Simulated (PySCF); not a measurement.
Spin states of CsH

Unrestricted PBE0; PySCF, scalar-relativistic core potentials, basis sets Cs def2-TZVP with ECP46, H def2-TZVP. Outer shells of the fragments: Cs 6s1; H 1s1.

Followed along the bond (rough minima from three points):

| 2Ms+1 | unpaired | ⟨S²⟩ at the start | R at minimum (Å) | Te (eV) |
| --- | --- | --- | --- | --- |
| 1 | none | 0.00 | 2.51 | 0.00 |
| 3 | σ ↑↑ | 2.00 | none in the scan | ≤ 1.97 |

Solutions found at the starting distance of 2.525 Å, counted from the lowest of them; the search is not exhaustive and high or unbound solutions are not listed, so other states can lie among these:

| 2Ms+1 | unpaired | term | E (eV) | ⟨S²⟩ | ⟨Lz²⟩ | μ (D) |
| --- | --- | --- | --- | --- | --- | --- |
| 1 | none | ¹Σ⁺ | 0.00 | 0.00 | 0.00 | -8.06 |
| 3 | σ ↑↑ | ³Σ⁺ | 2.08 | 2.00 | 0.00 | 2.03 |
| 3 | σ ↑, π ↑ | ³Π | 3.10 | 2.00 | 1.00 | -4.49 |
| 1 | σ ↑, π ↓ | mixed | 3.14 | 1.00 | 1.00 | -2.80 |
| 3 | σ ↑, δ ↑ | ³Δ | 3.44 | 2.00 | 4.00 | 0.08 |
| 1 | σ ↑, δ ↓ | mixed | 3.45 | 1.00 | 4.00 | 0.08 |

A term symbol is given only where ⟨S²⟩ and ⟨Lz²⟩ are close to those of a pure state; real π, δ and φ orbitals otherwise mix terms. A positive dipole means Cs(−)H(+).

Spin–orbit coupling is left out. Counting both spins, an empty level lies below a filled one in some of these solutions, because spin and occupation are held.
